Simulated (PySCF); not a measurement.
# Distorted geometries of [OsO2(OH)3]+

[OsO2(OH)3]+ (singlet). PySCF 2.14.0, RKS TPSS, Os def2-SVP with ECP60, O def2-SVP, H def2-SVP; non-relativistic Hamiltonian with scalar-relativistic core potentials where named; density fitting; no spin-orbit coupling. Relaxed geometry:

```xyz
9

Os    0.0000    0.0000   -0.2044
O     0.0000    0.0000    1.5580
O     0.0000    0.0000   -1.9436
O     1.8609   -0.1347   -0.2343
H     2.2804   -0.1643    0.6634
O    -0.8138    1.6789   -0.2343
H    -0.9979    2.0570    0.6634
O    -1.0471   -1.5442   -0.2343
H    -1.2825   -1.8927    0.6634
```

Order these distorted geometries by energy above the relaxed one, lowest first.
A.
```xyz
9

Os    0.0825    0.0262   -0.0564
O     0.1577    0.0471    1.4450
O     0.0159    0.0156   -1.9063
O     1.6059   -0.1649   -0.0612
H     2.3813   -0.1119    0.5526
O    -1.0896    1.6609   -0.1812
H    -1.0889    1.8918    0.6736
O    -1.0227   -1.3799   -0.3641
H    -1.0421   -1.9848    0.5954
```
B.
```xyz
9

Os    0.0261    0.0130   -0.1929
O    -0.0190   -0.0025    1.5387
O     0.0041    0.0132   -1.8905
O     1.8639   -0.1672   -0.2405
H     2.2509   -0.1784    0.6422
O    -0.8533    1.6402   -0.2378
H    -0.9239    2.0676    0.6854
O    -1.0744   -1.5110   -0.2744
H    -1.2745   -1.8749    0.6674
```
C.
```xyz
9

Os    0.0271   -0.0036   -0.1333
O     0.0814    0.0024    1.4928
O     0.0183    0.0535   -1.9710
O     1.8426   -0.1667   -0.2742
H     2.2675   -0.1843    0.6101
O    -0.8282    1.6166   -0.2093
H    -1.0306    2.0903    0.6558
O    -1.0707   -1.5194   -0.1601
H    -1.3074   -1.8890    0.6869
```

B (0.19 eV), C (0.78 eV), A (7.09 eV).

Which forces (eV/Å) act in the one that lies 0.78 eV up?


```
Os   -1.82  -0.92 -11.61
O     0.43   0.18   8.19
O    -0.05  -0.29   2.88
O     1.09  -0.04   0.04
H     0.50  -0.06   0.35
O    -0.54   1.38   0.69
H     0.17  -0.38  -0.45
O     0.62   0.80  -1.74
H    -0.40  -0.66   1.66
```
Forces carry noise of the integration grid, about 0.01 to 0.03 eV/Å.

No frequency check is given that shows the relaxed geometry to be a minimum.
